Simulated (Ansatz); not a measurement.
Cost against result

Saddle point of SiH5SeF, singlet (SiH₃F ([F][SiH3]) + H₂Se → SiH₄Se ([SiH3][SeH]) + HF; bonds formed: Si1–Se7, F2–H6; bonds broken: Si1–F2, H6–Se7), PBE0-D4/def2-TZVP structure:

```
8
angstrom
Si -0.6247 0.1047 -0.5765
F 1.2750 0.1762 -0.8717
H -0.9334 -1.2164 -1.1586
H -1.7084 0.5637 0.3346
H -0.6314 1.1647 -1.6200
H 1.4526 -0.2947 0.1330
Se 0.5623 -0.8948 1.5307
H 0.6079 0.3966 2.2285
```

Barriers are electronic and count from the start structure reached by relaxing down the imaginary mode.

Program: Ansatz 0.2.0. Basis: as named in each row. Cores are frozen in the correlated methods. Filled d shells of the heavier atoms are correlated. The def2 sets are not built for correlating such inner shells, so the correlated values are less sure here. B3LYP uses VWN-RPA correlation. Extrapolation: Hartree–Fock as exp(−7.88 √X), correlation as X^−2.97.

Times are rough, for one single point on 4 threads of a shared host (AMD EPYC).

The estimate by CCSD(T) at an estimated basis limit (MP2 extrapolated from triple and quadruple zeta, plus CCSD(T) − MP2 in triple zeta) is 187.7 kJ/mol.

```json
{"method": "HF", "basis": "STO-3G", "time (s)": "under 1", "barrier (kJ/mol)": "193.4", "method less estimate": "5.7"}
{"method": "PBE-D4", "basis": "STO-3G", "time (s)": "1", "barrier (kJ/mol)": "11.8", "method less estimate": "-175.9"}
{"method": "SPW92", "basis": "def2-SVP", "time (s)": "2", "barrier (kJ/mol)": "90.3", "method less estimate": "-97.4"}
{"method": "PBE-D4", "basis": "def2-SVP", "time (s)": "2", "barrier (kJ/mol)": "123.5", "method less estimate": "-64.1"}
{"method": "B3LYP-D4", "basis": "6-31G", "time (s)": "3", "barrier (kJ/mol)": "140.0", "method less estimate": "-47.7"}
{"method": "SPW92", "basis": "def2-TZVPP", "time (s)": "3", "barrier (kJ/mol)": "108.3", "method less estimate": "-79.4"}
{"method": "PBE0-D4", "basis": "def2-SVP", "time (s)": "3", "barrier (kJ/mol)": "147.0", "method less estimate": "-40.7"}
{"method": "BLYP-D4", "basis": "def2-TZVPP", "time (s)": "3", "barrier (kJ/mol)": "164.8", "method less estimate": "-22.9"}
{"method": "PBE-D4", "basis": "def2-TZVPP", "time (s)": "4", "barrier (kJ/mol)": "138.7", "method less estimate": "-49.0"}
{"method": "BHLYP-D4", "basis": "def2-TZVPP", "time (s)": "4", "barrier (kJ/mol)": "207.5", "method less estimate": "19.8"}
{"method": "B3LYP-D4", "basis": "def2-TZVPP", "time (s)": "4", "barrier (kJ/mol)": "181.2", "method less estimate": "-6.5"}
{"method": "PBE0-D4", "basis": "def2-TZVPP", "time (s)": "5", "barrier (kJ/mol)": "161.6", "method less estimate": "-26.1"}
{"method": "CAM-B3LYP-D4", "basis": "def2-TZVPP", "time (s)": "5", "barrier (kJ/mol)": "189.7", "method less estimate": "2.0"}
{"method": "r2SCAN-D4", "basis": "def2-TZVPP", "time (s)": "6", "barrier (kJ/mol)": "161.7", "method less estimate": "-26.0"}
{"method": "r2SCAN0-D4", "basis": "def2-TZVPP", "time (s)": "6", "barrier (kJ/mol)": "175.5", "method less estimate": "-12.2"}
{"method": "RPA on PBE", "basis": "def2-TZVPP", "time (s)": "7", "barrier (kJ/mol)": "192.2", "method less estimate": "4.5"}
{"method": "B2PLYP", "basis": "def2-TZVPP", "time (s)": "8", "barrier (kJ/mol)": "188.6", "method less estimate": "0.9"}
{"method": "PBE-QIDH", "basis": "def2-TZVPP", "time (s)": "8", "barrier (kJ/mol)": "179.4", "method less estimate": "-8.3"}
{"method": "wB97M-V", "basis": "def2-SVP", "time (s)": "9", "barrier (kJ/mol)": "163.2", "method less estimate": "-24.5"}
{"method": "wB97X-V", "basis": "def2-TZVPP", "time (s)": "10", "barrier (kJ/mol)": "186.2", "method less estimate": "-1.5"}
{"method": "CCSD(T)", "basis": "def2-SVP", "time (s)": "11", "barrier (kJ/mol)": "196.0", "method less estimate": "8.3"}
{"method": "B97M-V", "basis": "def2-TZVPP", "time (s)": "11", "barrier (kJ/mol)": "188.0", "method less estimate": "0.3"}
{"method": "wB97M-V", "basis": "def2-TZVPP", "time (s)": "12", "barrier (kJ/mol)": "179.4", "method less estimate": "-8.3"}
{"method": "MP2", "basis": "def2-QZVPP", "time (s)": "32", "barrier (kJ/mol)": "180.8", "method less estimate": "-6.9"}
{"method": "CCSD(T)", "basis": "def2-TZVPP", "time (s)": "95", "barrier (kJ/mol)": "192.5", "method less estimate": "4.8"}
```

All methods are single points on the PBE0-D4 structures.

T1 diagnostic: at most 0.012.

Labels in which every atom is bracketed show which atoms are joined, not bond orders.
